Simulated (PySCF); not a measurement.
# Computed records: H8N2Si2

Computed with PySCF 2.14.0. Calculation on a computer-drawn molecule: the log of a Hartree-Fock and frozen-core CCSD(T) single point meant for a local Hartree-Fock minimum, with one planted fault or none, to be diagnosed. Offsets are logged minus clean, where the clean run is the same molecule without the fault. The reference is restricted for singlets and unrestricted otherwise, and also for a bond in bohr or an excited solution. Adding or removing an electron swaps singlet and doublet. The excited solution moves the top pair (singlet) or top alpha electron (doublet) to the lowest empty orbital. Highest occupied and lowest empty are orbital energies over both spins, largest force is the largest gradient component, triples share is (T) over the correlation energy, the T1 limit is 0.02 restricted and 0.045 unrestricted, electrons count all cores, a negative frequency is imaginary (commonest isotopes), and the dipole is about the centre of nuclear charge.

```yaml
- formula: H8N2Si2
  logged_structure:
    atoms_angstrom:
      - ["N", -1.5801, 1.3902, 3.1429]
      - [Si, -0.5121, 0.2457, 2.3974]
      - [Si, -0.8668, 0.2228, 0.0552]
      - ["N", 0.0382, -0.9761, -0.8137]
      - [H, -1.4695, 1.5808, 4.1227]
      - [H, -2.5583, 1.3413, 2.9236]
      - [H, -0.6434, -1.1514, 2.912]
      - [H, 0.8775, 0.6628, 2.7176]
      - [H, -2.3113, -0.0193, -0.1977]
      - [H, -0.5001, 1.5441, -0.5094]
      - [H, -0.1217, -1.9434, -0.5978]
      - [H, 1.0231, -0.822, -0.9326]
  given:
    meant_charge: 0
    meant_multiplicity: 1
    meant_basis: "cc-pV(D+d)Z"
    logged_electrons: 50
    logged_basis_functions: 114
    logged_SCF_converged: "yes"
    logged_spin_squared: 0.0
    "logged_highest_occupied [eV]": -9.5515
    "logged_lowest_empty [eV]": 3.2936
    "logged_largest_force [hartree/bohr]": 1.8344e-05
    "logged_lowest_frequency [cm^-1]": 54.919
    logged_T1_diagnostic: 0.011188
    logged_D1_diagnostic: 0.029433
    logged_triples_share: 0.024452
    logged_CC_converged: "yes"
    "logged_dipole_magnitude [debye]": 1.3426
    logged_SCF_stable_within_its_kind: "yes"
    "logged_energy_HF [hartree]": -691.47737
    "logged_energy_CCSD(T) [hartree]": -692.09866
    possible_faults: "no fault, one electron removed, one electron added, multiplicity raised by two, geometry at a saddle point, SCF held on an excited solution, minimal basis STO-3G, one bond length entered in bohr, all coordinates scaled"
    drawn_bonds_atom: [1, 2, 3, 1, 1, 2, 2, 3, 3, 4, 4]
    drawn_bonds_other_atom: [2, 3, 4, 5, 6, 7, 8, 9, 10, 11, 12]
    drawn_bonds_order: [1, 1, 1, 1, 1, 1, 1, 1, 1, 1, 1]
  results:
    planted_fault: "no fault"
    "HF_energy_offset_from_clean_run [kcal/mol]": 0.0
    "CCSD(T)_energy_offset_from_clean_run [kcal/mol]": 0.0
```
